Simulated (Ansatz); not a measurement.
CH₃BFN (`C=NBF`), one more setting.

```yaml
crystal:
  periodic: [false, false, false]
  atoms:
    - {symbol: C, position_ang: [-0.648318, 1.121805, -0.085640]}
    - {symbol: N, position_ang: [-0.040515, 0.046053, -0.011441]}
    - {symbol: B, position_ang: [0.680735, -1.114428, 0.080826]}
    - {symbol: F, position_ang: [0.116167, -2.286420, -0.232296]}
    - {symbol: H, position_ang: [-0.651911, 1.720763, -1.003911]}
    - {symbol: H, position_ang: [-1.214213, 1.524552, 0.762586]}
    - {symbol: H, position_ang: [1.819255, -1.080424, 0.444075]}
basis:
  gaussian: {orbitals: 6-31G}
total_charge: 1
magnetization: {spin_polarized: false, initial_magnetization: 1}
hamiltonian: {xc: {name: SVWN5}, pseudopotentials: {relativity: scalar}}
scf: {lower_state_search: off}
output: {forces: true}
```

```sh
$ ansatz run in.yaml --threads 2 --pin off --events-out ev --progress --plain --max-ram 4352MiB
```

Shortened log:

```
Functional definition: SVWN5
556 factors; integrals over basis functions are off by at most 2.5e-4 eV
mean field evaluation 1: about -5903.4226 eV, gradient 7.6e1 eV
mean field evaluation 2: about -5903.3926 eV, gradient 7.6e1 eV
mean field evaluation 4: about -5908.1969 eV, gradient 5.3e1 eV
mean field evaluation 8: about -5915.0086 eV, gradient 4.4e0 eV
mean field evaluation 16: about -5915.0759 eV, gradient 5.7e-2 eV
mean field -5915.07592014 eV, -217.3750306826 hartree, gradient 2.1e-6 eV, S^2 0.750000; 0 other end points of the search recorded, 0 dependent functions left out
reference -5915.07594000 eV, -217.3750314126 hartree; 15, 14 occupied and 27, 28 virtual orbitals, 556 factors
Total energy: -5915.07594000 eV, -217.3750314126 hartree
Relativity: scalar
Atom 0 at    -0.648318     1.121805    -0.085640 Å, force     0.621926    -1.087524     0.080675 eV/Å
Atom 1 at    -0.040515     0.046053    -0.011441 Å, force    -2.030029     2.810024    -0.325690 eV/Å
Atom 2 at     0.680735    -1.114428     0.080826 Å, force     2.210871    -2.684625     0.399403 eV/Å
Atom 3 at     0.116167    -2.286420    -0.232296 Å, force    -0.345301     0.008737    -0.108601 eV/Å
Atom 4 at    -0.651911     1.720763    -1.003911 Å, force    -0.035259     0.480264    -0.605532 eV/Å
Atom 5 at    -1.214213     1.524552     0.762586 Å, force    -0.410179     0.347961     0.556165 eV/Å
Atom 6 at     1.819255    -1.080424     0.444075 Å, force    -0.012029     0.125162     0.003581 eV/Å
Dipole moment:    -0.262761     1.212707     0.053887 e Å
Checks for a lower state left out: stability, starts, cluster_reference, orbital_swaps, neighbouring_geometries, increment
```

Run time 0.75 s (2 threads of an Arm Neoverse V1 on a shared host); peak host memory 0.07 GiB.
